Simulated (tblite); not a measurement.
Parent: `[CH:1]#[C:2][C:3](=[CH2:4])[C:5](=[CH2:6])[F:7]` with C2–C3–C5–C6 0°, C6H5F.

The geometries are computed with GFN2-xTB (gas phase). One conformer each, not checked by frequencies here.

| coordinate of the parent | value |
| --- | --- |
| C1≡C2 | 1.200 Å |
| C2–C3 | 1.420 Å |
| C3=C4 | 1.338 Å |
| C3–C5 | 1.462 Å |
| C5=C6 | 1.326 Å |
| C5–F7 | 1.354 Å |
| C1–C2–C3 | 178.6° |
| C2–C3–C4 | 121.2° |
| C2–C3–C5 | 116.3° |
| C4–C3–C5 | 122.5° |
| C3–C5–C6 | 126.8° |
| C3–C5–F7 | 114.2° |
| C6–C5–F7 | 119.0° |

Task: How does the shared frame change in `[CH2:1]=[C:2]([F:3])[C:4](=[CH2:5])[C:6]#[C:7][CH:8]([F:9])[F:10]` with C1–C2–C4–C5 179°, C7H5F3? Atoms pair as C1 = C7, C2 = C6, C3 = C4, C4 = C5, C5 = C2, C6 = C1, F7 = F3 (parent first).

Result: 
| parent | relative | value in the relative | change |
| --- | --- | --- | --- |
| C1≡C2 | C7≡C6 | 1.203 Å | +0.003 |
| C2–C3 | C6–C4 | 1.418 Å | -0.002 |
| C3=C4 | C4=C5 | 1.338 Å | 0.000 |
| C3–C5 | C4–C2 | 1.464 Å | +0.002 |
| C5=C6 | C2=C1 | 1.326 Å | 0.000 |
| C5–F7 | C2–F3 | 1.352 Å | -0.002 |
| C1–C2–C3 | C7–C6–C4 | 177.1° | -1.5 |
| C2–C3–C4 | C6–C4–C5 | 121.0° | -0.2 |
| C2–C3–C5 | C6–C4–C2 | 116.1° | -0.2 |
| C4–C3–C5 | C5–C4–C2 | 123.0° | +0.5 |
| C3–C5–C6 | C4–C2–C1 | 126.7° | -0.1 |
| C3–C5–F7 | C4–C2–F3 | 113.9° | -0.3 |
| C6–C5–F7 | C1–C2–F3 | 119.4° | +0.4 |

No shared bond changes by more than 0.004 Å. Bonds of the relative outside the shared frame: C7–C8 1.452, C8–F9 1.358, C8–F10 1.359 Å. Point group Cs → C1.
